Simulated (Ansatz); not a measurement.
Zn₁₂O₁₂H₃₂. Total charge 0; triplet. Geometry PBE-D4/def2-SVP, that of the neutral singlet; atoms count from 1.

Cartesian coordinates in Å:
```
O -3.607 0.975 -0.017
O 0.590 2.314 -2.497
O 2.603 2.376 -1.077
O -1.957 0.948 2.800
O 1.976 1.385 1.331
O -0.749 1.861 0.219
O -1.780 -0.957 -1.307
O 1.033 -0.480 -1.418
O -0.029 -0.993 1.621
O -2.920 -1.757 1.307
O 3.782 -1.911 0.350
O 1.689 -3.123 0.028
Zn -1.045 3.049 -1.273
Zn -2.575 2.161 1.166
Zn -3.770 -0.986 -0.326
Zn 0.653 2.991 1.122
Zn 0.492 0.274 -3.204
Zn 2.790 -0.715 -2.500
Zn -0.106 1.531 3.160
Zn -1.753 -1.154 2.780
Zn 1.652 -0.303 2.466
Zn -0.234 -0.012 -0.066
Zn 0.941 -2.454 -1.868
Zn 0.415 -2.877 1.734
H -4.457 1.394 -0.239
H -2.851 1.571 -1.910
H 0.734 2.949 -3.226
H 1.513 2.314 -1.890
H 2.459 1.704 -0.341
H 2.402 3.219 -0.586
H -2.557 1.168 3.540
H 2.781 1.754 1.750
H -1.665 -0.491 -2.192
H -1.339 -1.854 -1.523
H -3.499 -2.469 1.635
H -1.672 -3.305 0.601
H 3.925 -1.274 -0.425
H 3.576 -1.383 1.171
H 2.680 -2.572 0.159
H 1.919 -4.074 0.014
H -1.612 4.352 -1.872
H -2.534 1.758 -2.599
H -2.980 3.594 1.665
H -4.931 -1.668 -1.122
H 1.304 4.224 0.353
H 2.088 0.138 -3.863
H -1.003 0.030 -3.685
H 4.159 -0.459 -1.725
H 0.137 3.123 2.799
H 0.948 0.535 3.910
H -1.704 -1.727 4.240
H 2.950 -1.190 2.669
H -0.533 -3.054 -2.006
H 2.363 -2.450 -2.790
H -1.195 -3.862 0.332
H 0.505 -4.138 2.626
```

Single mean-field runs in def2-SVP are fitted with def2-universal-jkfit. In the triplet geometry the species has come apart into loosely held pieces. At PBE0-D4/def2-SVP a singlet of charge 0 lies 5.14 eV below the triplet at the same geometry.

**Question.** Estimate the Mulliken populations of the heavy atoms from the PBE0/def2-SVP orbitals of Ansatz.

**Answer.** 
```csv
atom,charge (e),spin (α − β),d electrons
O1,-0.59,0.02,–
O2,-0.43,0.00,–
O3,-0.28,0.01,–
O4,-0.57,0.06,–
O5,-0.58,0.01,–
O6,-0.80,0.02,–
O7,-0.35,0.00,–
O8,-0.83,0.02,–
O9,-0.81,0.02,–
O10,-0.59,0.02,–
O11,-0.28,0.01,–
O12,-0.46,0.00,–
Zn13,0.48,0.03,9.93
Zn14,0.61,0.06,9.93
Zn15,0.59,0.00,9.95
Zn16,0.37,0.14,9.92
Zn17,0.46,0.00,9.93
Zn18,0.41,0.00,9.93
Zn19,0.32,0.44,9.92
Zn20,0.61,0.06,9.93
Zn21,0.38,0.14,9.92
Zn22,0.88,0.15,9.96
Zn23,0.46,0.00,9.93
Zn24,0.48,0.03,9.94
```
Mulliken values depend strongly on the basis.

**Question.** Where does the spin sit?

**Answer.** Summed by element: O 0.19, Zn 1.06, H 0.75, of 2 unpaired in all. Largest on single atoms: Zn19 0.44, H43 0.23, H51 0.23.

**Question.** And the Mayer bond orders between heavy atoms (over 0.3)?

**Answer.** O1–Zn14 0.49 (1.97 Å); O1–Zn15 0.42 (1.99 Å); O4–Zn14 0.34 (2.13 Å); O4–Zn19 0.41 (1.97 Å); O4–Zn20 0.34 (2.11 Å); O5–Zn16 0.35 (2.09 Å); O5–Zn21 0.38 (2.06 Å); O6–Zn13 0.55 (1.93 Å); O6–Zn14 0.38 (2.08 Å); O6–Zn16 0.40 (2.01 Å); O6–Zn22 0.44 (1.96 Å); O8–Zn17 0.46 (2.01 Å); O8–Zn18 0.33 (2.08 Å); O8–Zn22 0.50 (1.91 Å); O8–Zn23 0.44 (2.03 Å); O9–Zn20 0.38 (2.08 Å); O9–Zn21 0.41 (2.00 Å); O9–Zn22 0.44 (1.96 Å); O9–Zn24 0.54 (1.94 Å); O10–Zn15 0.42 (2.00 Å); O10–Zn20 0.49 (1.97 Å).
